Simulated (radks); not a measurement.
Values are calculated unless marked as measured or tabulated.
Charge is removed step by step from the 5d (averaged over the sub-levels emptied) level of neutral lanthanum, starting from [Xe] 5d1 6s2. Code: a radial shooting solver on a logarithmic mesh with Libxc functionals. Model: Dirac Kohn-Sham, PBE, spin-unpolarised, spherical densities, point nucleus; open shells are shared between the two j in proportion to 2j + 1.

removed (e)  E - E(0) (eV)  eigenvalue (eV)  E minus straight line (eV)
0                    0.000           -3.089                       0.000
0.125                0.434           -3.855                      -0.364
0.25                 0.965           -4.649                      -0.630
0.375                1.597           -5.470                      -0.795
0.5                  2.333           -6.316                      -0.856
0.625                3.177           -7.186                      -0.810
0.75                 4.131           -8.078                      -0.654
0.875                5.197           -8.991                      -0.385
1                    6.380           -9.925                       0.000

Removing the whole electron costs 6.380 eV by Delta-SCF, against 3.089 eV from minus the eigenvalue at the starting occupation. Slater's transition state (half an electron removed) gives 6.316 eV. Integrating minus the eigenvalue over the occupation (Janak's theorem) gives 6.380 eV. The mean slope of the eigenvalue, de/dn, is 6.84 eV per electron.
